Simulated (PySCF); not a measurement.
Compound: C₃H₈OSSi.
Structure used (PBE0-D3(BJ)/def2-SVP), in Å, numbered top down from 1:
```
atom  x, y, z in Å
C1    -2.0747   -0.0405    0.2851
C2    -1.2958   -0.2449   -0.9661
S3    -1.9654   -0.5313   -2.4202
C4     0.2079   -0.1835   -0.8342
O5     0.6069    0.1648    0.4610
Si6    2.2024    0.3191    0.9315
H7    -1.7455   -0.7593    1.0539
H8    -3.1503   -0.1370    0.0993
H9    -1.8434    0.9534    0.7034
H10    0.6047   -1.1759   -1.1274
H11    0.5855    0.5343   -1.5875
H12    2.9314   -0.9723    0.7342
H13    2.1754    0.6897    2.3706
H14    2.8848    1.3799    0.1276
```

Theory: PBE0-D3(BJ)/def2-SVP geometry optimisation, gas phase (PySCF).

Take the most abundant isotopes and a rigid rotor. The values belong to one conformer with, in the numbering `[CH3:1][C:2](=[S:3])[CH2:4][O:5][SiH3:6]`, C1–C2–C4–O5 -5°, C2–C4–O5–Si6 180°.

Task: What are A, B and C (MHz)?

Result: Ia = 78.57, Ib = 534.45, Ic = 600.68 u·Å²; 505379 MHz·u·Å²/I gives A = 6433, B = 945.6, C = 841.3 MHz.

Task: What kind of rotor is it?

Result: A near-prolate asymmetric top; Ray's κ = -0.963.

Task: What does the inertial defect say?

Result: Not planar: Δ = Ic − Ia − Ib = -12.33 u·Å². For a rigid frame Δ = −2 Σ m c², so Σ m c² = 6.17 u·Å² lies off the ab plane: 6.11 from hydrogen and 0.05 from heavier atoms. The atom farthest from that plane is 1.26 Å away.

Task: Give the other two planar moments, Paa and Pbb, and the rms extents of the mass along the axes.

Result: Paa = Σ m a² = (Ib + Ic − Ia)/2 = 528.29 and Pbb = Σ m b² = (Ia + Ic − Ib)/2 = 72.40 u·Å². With the mass M = 120.01 u, the rms extents √(P/M) along a, b and c are 2.10, 0.78, 0.23 Å.

Task: Which lines would a microwave search look for?

Result: The dipole components are |μa| = 2.35 D, |μb| = 0.47 D, |μc| = 0.11 D. The squared components, which scale the intensities, stand as 1.00 : 0.04 : 0.00 (a : b : c). Some lines, for components of 0.1 D or more:

```csv
type,branch,"J(Ka,Kc)",MHz,lower level (cm⁻¹)
a,R,"2(1,2) ← 1(1,1)",3470,0.243
a,R,"2(0,2) ← 1(0,1)",3572,0.060
a,R,"2(1,1) ← 1(1,0)",3678,0.246
a,R,"3(2,2) ← 2(2,1)",5361,0.918
a,R,"3(2,1) ← 2(2,0)",5367,0.918
c,Q,"2(1,2) ← 2(0,2)",5384,0.179
a,R,"3(1,2) ← 2(1,1)",5516,0.369
b,Q,"1(1,0) ← 1(0,1)",5591,0.060
b,Q,"3(1,2) ← 3(0,3)",5858,0.357
b,R,"2(1,2) ← 1(0,1)",8957,0.060
c,R,"2(1,1) ← 1(0,1)",9269,0.060
c,R,"3(1,2) ← 2(0,2)",11213,0.179
b,Q,"2(2,1) ← 2(1,2)",16774,0.358
b,R,"3(2,2) ← 2(1,1)",21822,0.369
c,R,"3(2,2) ← 2(1,2)",22135,0.358
b,R,"3(3,1) ← 2(2,0)",33056,0.918
c,R,"3(3,1) ← 2(2,1)",33057,0.918
```

PBE0-D3(BJ)/def2-SVP frequencies: not computed here. These are rigid-rotor constants of the computed structure; measured ground-state constants (B0) also hold zero-point vibration. A rigid rotor knows nothing of internal rotation, which can split or shift real lines.

The run took 54 s of wall time on an Arm Neoverse V1 with one thread, no GPU, on a shared host, and the process peaked at 0.57 GiB of memory. These figures are those of the optimisation.
